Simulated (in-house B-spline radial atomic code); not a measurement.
Configurations of Gd6+, with energies counted from [Kr] 4d10 4f6 5s2 5p4. Method: scalar-relativistic (X2C) PBE0, spin-polarised, spherical fractional occupations, exact exchange averaged over the configuration, Fermi nucleus of rms radius 5.1569 fm. Calculated with a radial B-spline atomic code at the basis-set limit. Shells without spins written out take the highest spin.

Occupations are held fixed; configurations that lie above the ionisation limit could autoionise.

```tsv
configuration	E - E(ref) (eV)	highest orbital	its <r> (bohr)
[Kr] 4d10 4f6 5s2 5p3 6s1	41.541	6s up	2.49
[Kr] 4d10 4f5 5s2 5p4 6p1	49.685	6p up	2.759
[Kr] 4d9 4f6 5s2 5p4 5d1	162.45	5d up	1.678
[Kr] 4d9 4f6 5s2 5p4 6d1	197.36	6d up	3.339
```

Problem. Order these further configurations by energy, lowest first.
A. [Kr] 4d10 4f6 5s2 5p3 6d1
B. [Kr] 4d9 4f6 5s2 5p4 6s1
C. [Kr] 4d9 4f7 5s2 5p4
D. [Kr] 4d10 4f7 5s2 5p3

Solution. D (5.7631 eV), A (61.937 eV), C (133.92 eV), B (176.72 eV).
